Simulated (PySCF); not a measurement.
Sn(H)2(Br)(NH2) (BrH4NSn), SMILES [NH2][SnH2][Br]. The structure is a stationary point at B3LYP-D3(BJ)/def2-SVP. The structure was generated by enumeration; whether it is a known compound was not checked. The def2 effective core potentials stand for the cores of Sn; spin–orbit coupling is left out. Other conformers were not sampled.

Computed equilibrium geometry at B3LYP-D3(BJ)/def2-SVP (PySCF confirms it by a frequency run) as a Z-matrix, and its point group (one conformer of several):
point group Cs.
```
Sn
H 1 1.7143
H 1 1.7143 2 116.28
N 1 2.0284 2 110.33 3 126.60
H 4 1.0168 1 117.07 2 2.38
H 4 1.0168 5 110.48 1 137.42
Br 1 2.5282 2 105.79 3 -117.07
```
Charge 0, spin multiplicity 1.
